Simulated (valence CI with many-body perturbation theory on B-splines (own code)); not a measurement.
# Forbidden lines of Yb²¹⁺

Method: valence CI with perturbative core correlation (CI+MBPT): three valence electrons over a frozen Dirac-Fock core [Kr] 4d10, radial functions for each j: 8 s, 8 p, 9 d, 9 f, 6 g, 3 h, 2 i, with the one-electron correlation potential Σ1 (screened to all orders), the two-electron term Σ2, the three-electron term Σ3, Breit, model QED; selected single and double excitations, second order for the rest (own B-spline code, finite nucleus).

No measured levels were compared; by estimate terms of the open shell hold to a few per cent of their energy, and close levels can change places. Core correlation moves these levels by up to 44000 cm⁻¹, and in measured spectra 5 to 20 % of such shifts remained as error; rates that hang on mixing are uncertain with them.

Lines 51 to 100 of 120 in falling wavelength, among levels below 610180 cm⁻¹, chosen from the decays that carry over 1 % of a level's rate. Wavelengths and rates use the calculated energies, so an error of 2000 cm⁻¹ moves a line at 452.8 nm by 9.1 % and its rate by three times that or more. Electric multipoles are in the length gauge, E1 and E2 with the static RPA response of the core. S is in atomic units (e²a₀⁴ for E2 and M2, e²a₀⁶ for E3), for M1 in squared Bohr magnetons. Weak lines are less certain than strong ones. Lines between different terms over intervals too small for the method are left out, as are lines whose strength nearly cancels. Where a level lies close to another of its J and parity, the split of strength between their lines is uncertain.

Names give the largest LS component (configuration and term), which can be under half, so a name can repeat, a term be missing and a line seem to break the LS rules; names also repeat where a configuration has a term twice. Letters in brackets count levels of one name in rising energy.

```tsv
λ vac (nm)	Upper	Lower	Type	A (s⁻¹)	S (a.u.)
452.8	4f3 2G°_7/2 [a]	4f3 4F°_5/2	M1	3.39e+01	9.34e-01
439.2	4f3 4D°_1/2	4f3 2D°_3/2 [a]	M1	1.77e+01	1.11e-01
432.5	4f3 2G°_9/2 [a]	4f3 4G°_7/2	M1	1.91e+01	5.72e-01
431.2	4f3 2G°_9/2 [a]	4f3 4F°_9/2	M1	1.24e+02	3.69e+00
430.9	4f3 2D°_3/2 [a]	4f3 4F°_5/2	M1	6.14e+01	7.29e-01
426.0	4f3 2I°_13/2	4f3 2K°_15/2	M1	3.49e+00	1.40e-01
417.1	4f3 2P°_1/2	4f3 4S°_3/2	M1	4.65e+01	2.50e-01
415.7	4f3 2D°_3/2 [b]	4f3 2D°_3/2 [a]	M1	1.52e+02	1.62e+00
412.7	4f3 2I°_11/2	4f3 2K°_13/2	M1	5.47e+00	1.71e-01
398.2	4f3 2D°_5/2 [a]	4f3 4G°_5/2	M1	7.41e+00	1.04e-01
380.1	4f3 2L°_17/2	4f3 2K°_15/2	M1	6.28e+01	2.30e+00
377.7	4f3 2I°_11/2	4f3 2H°_11/2 [a]	M1	4.50e+01	1.08e+00
363.9	4f3 4D°_7/2	4f3 4G°_9/2	M1	3.91e+00	5.59e-02
354.2	4f3 4G°_9/2	4f3 2H°_9/2 [a]	M1	3.83e+01	6.30e-01
342.7	4f3 2D°_5/2 [a]	4f3 4F°_7/2	M1	3.98e+01	3.56e-01
339.8	4f3 2H°_11/2 [a]	4f3 4I°_13/2	M1	4.81e+01	8.40e-01
338.4	4f3 2D°_5/2 [a]	4f3 4S°_3/2	M1	8.53e+00	7.35e-02
335.3	4f3 4D°_5/2	4f3 4G°_5/2	M1	2.32e+01	1.95e-01
333.8	4f3 4D°_7/2	4f3 2G°_7/2 [a]	M1	4.49e+00	4.96e-02
328.4	4f3 4D°_3/2	4f3 4G°_5/2	M1	5.44e+00	2.86e-02
325.2	4f3 2K°_15/2	4f3 4I°_15/2	M1	9.04e+01	1.84e+00
318.9	4f3 2L°_15/2	4f3 2K°_13/2	M1	1.09e+02	2.09e+00
318.3	4f3 2D°_3/2 [a]	4f3 4F°_3/2	M1	3.92e+01	1.88e-01
315.7	4f3 2K°_13/2	4f3 4I°_13/2	M1	4.12e+01	6.72e-01
312.8	4f3 2H°_9/2 [b]	4f3 2G°_7/2 [a]	M1	6.18e+01	7.01e-01
312.2	4f3 2G°_9/2 [a]	4f3 4F°_7/2	M1	1.44e+01	1.63e-01
304.3	4f3 2I°_13/2	4f3 2K°_13/2	M1	3.30e+01	4.83e-01
300.5	4f3 2D°_5/2 [a]	4f3 4F°_5/2	M1	1.58e+01	9.54e-02
295.1	4f3 4D°_5/2	4f3 4F°_7/2	M1	4.67e+01	2.67e-01
291.9	4f3 4D°_5/2	4f3 4S°_3/2	M1	1.81e+01	9.99e-02
291.3	4f3 2H°_9/2 [a]	4f3 4I°_9/2	M1	1.17e+02	1.07e+00
286.6	4f3 4D°_3/2	4f3 4S°_3/2	M1	3.12e+01	1.09e-01
284.8	4f3 2I°_13/2	4f3 2H°_11/2 [a]	M1	9.89e+00	1.19e-01
278.4	4f3 2P°_1/2	4f3 4F°_3/2	M1	5.05e+01	8.08e-02
273.0	4f3 4G°_11/2	4f3 2H°_9/2 [a]	M1	5.48e-01	4.96e-03
263.2	4f3 4D°_5/2	4f3 4F°_5/2	M1	5.56e+00	2.25e-02
259.2	4f3 4F°_9/2	4f3 4I°_11/2	M1	2.52e+01	1.63e-01
256.2	4f3 4D°_7/2	4f3 4G°_7/2	M1	1.76e+00	8.79e-03
255.8	4f3 4D°_7/2	4f3 4F°_9/2	M1	2.40e+00	1.19e-02
251.2	4f3 2G°_9/2 [a]	4f3 2H°_9/2 [a]	M1	5.91e+00	3.47e-02
245.6	4f3 2H°_11/2 [a]	4f3 4I°_11/2	M1	3.97e+01	2.62e-01
243.5	4f3 2K°_15/2	4f3 4I°_13/2	M1	9.19e+01	7.87e-01
241.0	4f3 2D°_5/2 [a]	4f3 4F°_3/2	M1	2.47e+01	7.68e-02
237.5	4f3 4F°_7/2	4f3 4I°_9/2	M1	7.42e+00	2.95e-02
236.7	4f3 4D°_1/2	4f3 4S°_3/2	M1	1.44e+01	1.41e-02
232.8	4f3 2K°_13/2	4f3 4I°_11/2	M1	1.35e+02	8.87e-01
229.7	4f3 2D°_3/2 [b]	4f3 4S°_3/2	M1	1.22e+01	2.19e-02
221.1	4f3 2I°_11/2	4f3 2H°_9/2 [a]	M1	2.03e+01	9.75e-02
216.6	4f3 4G°_5/2	4f3 4I°_9/2	E2	4.68e-01	1.19e-01
216.4	4f3 4D°_5/2	4f3 4F°_3/2	M1	1.64e+01	3.71e-02
```
